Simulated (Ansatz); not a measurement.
Input for Ansatz (a first-principles code):
Ansatz 0.2 input:
```yaml
crystal:
  periodic: [false, false, false]
  atoms:
    - {symbol: Se, position_ang: [-0.00212195, 0.05573074, -0.00140146]}
    - {symbol: H, position_ang: [-0.99156528, -0.98670710, 0.01758038]}
    - {symbol: H, position_ang: [1.06371165, -0.90813823, 0.03006913]}
basis:
  gaussian:
    orbitals: cc-pVDZ
hamiltonian:
  xc: pbe0
```

### Question
What is the computed number of basis functions (PBE0/cc-pVDZ (Ansatz))?

### Answer
37

### Question
What total energy does PBE0/cc-pVDZ give?

### Answer
-2402.4303 Eh
